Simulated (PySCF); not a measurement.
Cd: excitation energy

Cd [Kr] 4d10 5s2 (1S) → Cd [Kr] 4d9 5s2 5p1 (high-spin determinant), as a difference of total energies. Calculation: PySCF 2.14, in aug-cc-pVTZ-PP with ECP28MDF; scalar relativity through the core potential. Correlated levels: valence: 4s2 4p6 frozen. The calculations carry no spin-orbit coupling.

```json
{"method": "UHF", "excitation energy (eV)": "10.780"}
{"method": "LDA", "excitation energy (eV)": "11.984"}
{"method": "PBE", "excitation energy (eV)": "11.758"}
{"method": "PBE0", "excitation energy (eV)": "11.674"}
{"method": "r2SCAN", "excitation energy (eV)": "11.657"}
{"method": "B2PLYP", "excitation energy (eV)": "11.906"}
{"method": "wB97M-V", "excitation energy (eV)": "11.569"}
{"method": "r2SCAN0", "excitation energy (eV)": "11.596"}
{"method": "PW91", "excitation energy (eV)": "11.765"}
{"method": "MP2 (valence)", "excitation energy (eV)": "12.426"}
{"method": "SCS-MP2 (valence)", "excitation energy (eV)": "12.275"}
```

How much does correlation contribute at MP2 (valence)?

12.426 − (10.780) = 1.646 eV, measured against UHF.

The upper state lies above the first ionisation limit, where it may autoionise and the basis confines it.

The determinant of the upper state mixes LS terms, which raises its energy above the lowest term, most at the Hartree-Fock and MP2 levels.
